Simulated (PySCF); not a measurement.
Calculation: PySCF with TPSSh-D3(BJ)/def2-TZVP // PBE-D3(BJ)/def2-SVP. Isolated molecules, 0 K electronic values unless said otherwise. One relaxed conformer stands for a flexible species; it need not be the lowest. 

Reference species: [Hf(Cl)(NH2)3] (neutral, multiplicity 1).

| Quantity | Value |
|---|---|
| coordination number | 4 |
| HOMO | -6.51 eV |
| HOMO–LUMO gap | 6.07 eV |
| mean distance from the central atom to its bonded neighbours | 2.130 Å |

Changed species: [Hf(Cl)3(NH2)] (1 of 4 Cl replaced by NH2; the reference has 3 of 4 Cl replaced by NH2).

Predict the effect on the coordination number, HOMO, HOMO–LUMO gap and mean distance from the central atom to its bonded neighbours.

the coordination number stays essentially unchanged; the HOMO falls by 1.04 eV, to -7.55 eV; the HOMO–LUMO gap drops by 0.70 eV, to 5.37 eV; the mean distance from the central atom to its bonded neighbours rises by 0.140 Å, to 2.270 Å.
